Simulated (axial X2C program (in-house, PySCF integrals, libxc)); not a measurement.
Worked dissociation energy of RuC⁻: PBE0, without spin–orbit coupling

Calculated with an axial X2C code built on PySCF integrals. Spin-free means the one-electron spin-free X2C Hamiltonian. Basis: Ru dyall-acv3z [13s13p9d5f3g], C dyall-av3z [8s7p3d2f] (cores contracted in-house); Gaussian nuclei, density fitting, unrestricted open shells. Masses: Ru 101.904 u, C 12.000 u.

Molecular state: M_S = 1/2, Λ = 0 (beyond evenly filled blocks: σα).

* E(Ru) (2M_S = 4, M_L = 2): -4530.051908 hartree
* E(C-) (2M_S = 3, M_L = 0): -37.874909 hartree
* E(RuC⁻) at Re: -4568.135267 hartree
* ωe: 1183.5 cm⁻¹

(1) Work out De and D0.

The state is one determinant whose occupation by symmetry is held fixed; it was picked as the lowest of a PBE0 search that is not exhaustive. De is counted from the lowest determinant-based energies of the atoms at the same level, without counterpoise correction. Other states lie close and PBE0, whose exact exchange favours high spin, may order them wrongly; the determinant shown need not be the ground state. The nearest other spin-free determinant of the search, M_S = 1/2, Λ = 2, lies 0.04 eV up at the distance of the search. The functionals have no current-density term, which raises determinants with orbital currents, atoms included. Some points did not converge and are left out. The highest occupied level of some functionals is positive through self-interaction error; at Hartree–Fock it is bound. The determinant is spin-polarised beyond a pure state at some levels (its spin-free form has ⟨S²⟩ too high), which makes Re and μ there less reliable. With spin–orbit coupling the lowest determinant has another configuration, so this spin-free state is a model.

Each atomic determinant is the lowest at this level and need not be a pure term. Totals compare only within one Hamiltonian and basis.

Answers

(1) De = -4530.051908 + (-37.874909) − (-4568.135267) = 0.20845 hartree = 5.672 eV. The zero-point energy is ωe/2 = 592 cm⁻¹ = 0.073 eV, so D0 = 5.599 eV.
